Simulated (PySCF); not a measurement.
Compound: C3H10BN.
Bonds: C1–N2, N2–B3, B3–C4, B3–C5. Hydrogens: H6, H7, H8 on C1; H9 on N2; H10, H11, H12 on C4; H13, H14, H15 on C5.

Method: PBE0-D3(BJ)/def2-SVP geometry optimisation, gas phase (PySCF); density fitting, grid level 1; the optimiser is geomeTRIC in internal coordinates, started from a GFN2-xTB structure with every atom displaced at random (about 0.01 Å).

At the end of the run (lengths in Å): C4–H12 1.104, C4–H11 1.100, C1–H6 1.104, C4–H10 1.104, C1–H8 1.104, C1–N2 1.439, C1–H7 1.098, C4–B3–C5 120.7°, C1–N2–B3 128.6°, N2–B3–C4 120.5°, N2–B3–C5 118.8°, C1–N2–B3–C4 0°, H13–C5–B3–N2 -121°.

Problem. These geometries were met on the way; a selection of coordinates is given. Order them by energy above the end point, lowest first.
A. C4–H12 1.111, C4–H11 1.099, C1–H6 1.110, C4–H10 1.108, C1–H8 1.113, C1–N2 1.435, C1–H7 1.094, C4–B3–C5 119.7°, C1–N2–B3 127.4°, N2–B3–C4 121.4°, N2–B3–C5 119.0°, C1–N2–B3–C4 1°, H13–C5–B3–N2 -131°
B. C4–H12 1.069, C4–H11 1.127, C1–H6 1.080, C4–H10 1.085, C1–H8 1.085, C1–N2 1.454, C1–H7 1.112, C4–B3–C5 122.8°, C1–N2–B3 130.3°, N2–B3–C4 119.0°, N2–B3–C5 118.2°, C1–N2–B3–C4 0°, H13–C5–B3–N2 -124°
C. C4–H12 1.103, C4–H11 1.100, C1–H6 1.104, C4–H10 1.104, C1–H8 1.104, C1–N2 1.438, C1–H7 1.098, C4–B3–C5 120.5°, C1–N2–B3 128.5°, N2–B3–C4 121.0°, N2–B3–C5 118.5°, C1–N2–B3–C4 0°, H13–C5–B3–N2 -130°

Solution. C (0.004 eV), A (0.016 eV), B (0.095 eV).

```json
{"step": "4", "E above end (eV)": "0.004", "rms distance from the end, all atoms (Å)": "0.066", "largest force (eV/Å)": "0.047", "rms shift of all bonds from the end (Å)": "0.000"}
{"step": "1", "E above end (eV)": "0.016", "rms distance from the end, all atoms (Å)": "0.084", "largest force (eV/Å)": "0.538", "rms shift of all bonds from the end (Å)": "0.004"}
{"step": "0", "E above end (eV)": "0.095", "rms distance from the end, all atoms (Å)": "0.027", "largest force (eV/Å)": "2.164", "rms shift of all bonds from the end (Å)": "0.017"}
```

Rows stand in the order of the answer.
